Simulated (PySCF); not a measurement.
Isomers of C6H3F3, one GFN2-xTB conformer each. Single-point energies are computed at PBE0/pcSseg-1 (PySCF, gas phase, no added dispersion term), electronic only.

| SMILES | GFN2-xTB relative energy (kcal/mol) |
| --- | --- |
| Fc1ccc(F)c(F)c1 | 4.1 |
| C=C=CC#CC(F)(F)F | 77.3 |
| Fc1cc(F)cc(F)c1 | 0.0 |
| Fc1cccc(F)c1F | 8.1 |

Q: What does PBE0/pcSseg-1 give for the same structures?

A: 
```
          SMILES  PBE0/pcSseg-1 E (Eh)  PBE0/pcSseg-1 (kcal/mol)  GFN2-xTB (kcal/mol)  point group
 Fc1cc(F)cc(F)c1            -529.35607                       0.0                  0.0          D3h
 Fc1ccc(F)c(F)c1            -529.34869                       4.6                  4.1           Cs
   Fc1cccc(F)c1F            -529.34311                       8.1                  8.1          C2v
C=C=CC#CC(F)(F)F            -529.23679                      74.9                 77.3           Cs
```

Both levels put the same isomer lowest; measured from each level's own lowest isomer, the values differ by up to 2.4 kcal/mol (C=C=CC#CC(F)(F)F: 77.3 against 74.9). As drawn, the lowest has an aromatic ring, which the highest lacks; the highest has a C≡C bond, cumulated double bonds and two fluorines on one carbon, which the lowest lacks.

Q: Which frontier levels, dipoles and rotational constants go with these structures?

A: 
| SMILES | HOMO (eV, PBE0/pcSseg-1) | LUMO (eV) | dipole (D) | A, B, C (MHz) |
| --- | --- | --- | --- | --- |
| Fc1cc(F)cc(F)c1 | -7.81 | -0.66 | 0.00 | 1761, 1761, 880.5 |
| Fc1ccc(F)c(F)c1 | -7.43 | -0.97 | 1.45 | 3060, 1284, 904.6 |
| Fc1cccc(F)c1F | -7.73 | -0.69 | 2.91 | 2330, 1746, 998.1 |
| C=C=CC#CC(F)(F)F | -7.76 | -1.54 | 4.07 | 4218, 628.3, 607.0 |
